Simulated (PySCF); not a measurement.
A side-by-side comparison of computed properties.

First species: C4H7FO2Si.
SMILES: `C[SiH2]C(F)(C=O)C=O`

Second species: C4H7FO2Si.
SMILES: `O=CC(F)(C=O)C[SiH3]`

Levels: B3LYP/def2-SVPD for dipole moment, HOMO energy, LUMO energy, HOMO–LUMO gap, static isotropic polarisability and electronic spatial extent ⟨r²⟩ about the centre of nuclear charge; TDDFT B3LYP/def2-SVPD for lowest singlet excitation; TDA B3LYP/def2-SVPD for lowest triplet excitation (Tamm–Dancoff); GFN2-xTB for rotational constant A and rotational constant C. Geometries: GFN2-xTB. All species are isolated and taken at one optimised geometry, non-relativistic unless stated; the electronic structure was computed with PySCF and density fitting.

Dipoles, sizes and rotational constants follow the conformer. The torsions of the flexible species, by atom-mapped SMILES:
- `[CH3:1][SiH2:2][C:3]([F:4])([CH:5]=[O:6])[CH:7]=[O:8]`: C1–Si2–C3–F4 -179°, Si2–C3–C5–O6 -70°, Si2–C3–C7–O8 -96°
- `[O:1]=[CH:2][C:3]([F:4])([CH:5]=[O:6])[CH2:7][SiH3:8]`: O1–C2–C3–F4 -163°, C2–C3–C5–O6 -63°, C2–C3–C7–Si8 42°

| property | column X | column Y |
| --- | --- | --- |
| dipole moment | 3.15 D | 2.46 D |
| HOMO energy | -7.60 eV | -7.88 eV |
| LUMO energy | -1.96 eV | -2.68 eV |
| HOMO–LUMO gap | 5.64 eV | 5.20 eV |
| lowest singlet excitation | 4.16 eV | 3.79 eV |
| lowest triplet excitation (Tamm–Dancoff) | 3.63 eV | 3.25 eV |
| static isotropic polarisability | 81.6 au | 79.9 au |
| electronic spatial extent ⟨r²⟩ about the centre of nuclear charge | 1119 bohr² | 1075 bohr² |
| rotational constant A | 1.858 GHz | 2.163 GHz |
| rotational constant C | 1.257 GHz | 1.313 GHz |

Question: Which column belongs to which species?

Answer: Column X is the first species and column Y the second. The first has 15 atoms and 70 electrons, the second 15 and 70.

Question: How does each property change from the first species to the second?

Answer: dipole moment -0.69 D; HOMO energy -0.28 eV; LUMO energy -0.72 eV; HOMO–LUMO gap -0.44 eV; lowest singlet excitation -0.37 eV; lowest triplet excitation (Tamm–Dancoff) -0.38 eV; static isotropic polarisability -1.7 au; electronic spatial extent ⟨r²⟩ about the centre of nuclear charge -44 bohr²; rotational constant A +0.305 GHz; rotational constant C +0.056 GHz.

On the first: The polarisability is 12.09 Å³ as a volume (1 au = 0.148185 Å³), or 1.17 au for each of the 70 electrons. No computed singlet falls in the visible range (750 to 380 nm, 1.65 to 3.26 eV); S1 lies 0.90 eV above its blue end.

On the second: The principal polarisabilities are 72.1, 76.4 and 91.2 au; their mean is the isotropic value. The dipole equals about 8.2 × 10⁻³⁰ C·m (1 D = 3.33564 × 10⁻³⁰ C·m).
